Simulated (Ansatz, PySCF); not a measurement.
Reaction (SMILES): Cc1cccs1 + 8 [H][H] (H2) -> 5 C (CH4) + S (H2S)
Each molecule is optimised on its own at B3LYP-D3(BJ)/def2-TZVP (Ansatz, an electronic-structure program). Frequencies are from Ansatz or PySCF. Unstable Hartree-Fock reference: Cc1cccs1.

Property: energy of full hydrogenation (0 K, with B3LYP-D3(BJ) harmonic zero-point energies), in kcal/mol. Valence correlation only, unless marked. Spin-orbit coupling is left out. No relativistic terms. CBS marks a two-point X^-3 extrapolation of the correlation energy; Hartree-Fock from the larger set. [CCSD(T)-MP2]/basis is that difference in the basis named.

```csv
level,program,energy of full hydrogenation (kcal/mol),minus last row
PBE-D4/def2-TZVPD,Ansatz + dftd4,-101.1,7.8
revPBE/def2-TZVPD,Ansatz,-101.8,7.1
r2SCAN-D4/def2-TZVPD,Ansatz + dftd4,-106.0,2.9
B3LYP-D3(BJ)/def2-TZVPD,Ansatz + dftd3,-108.0,0.9
PBE0/def2-TZVPD,Ansatz,-117.3,-8.4
HSE06-D4/def2-TZVPD,Ansatz + dftd4,-113.2,-4.3
CAM-B3LYP-D4/def2-TZVPD,Ansatz + dftd4,-117.2,-8.3
B2GP-PLYP-D4/def2-TZVPD,Ansatz + dftd4,-106.7,2.2
B2PLYP-D4/def2-TZVPD,Ansatz + dftd4,-105.0,3.9
MP2/6-31G,Ansatz,-96.4,12.5
MP2/6-31G*,Ansatz,-87.2,21.7
SCS-MP2/cc-pV(Q+d)Z,Ansatz,-105.5,3.4
CCSD/cc-pV(Q+d)Z,Ansatz,-119.1,-10.2
"RI-MP2/CBS(aug-cc-pV(T+d)Z,aug-cc-pV(Q+d)Z)+[CCSD(T)-MP2]/aug-cc-pV(T+d)Z",Ansatz,-107.8,1.1
"CCSD(T)/CBS(cc-pV(T+d)Z,cc-pV(Q+d)Z)",Ansatz,-108.9,0.0
```
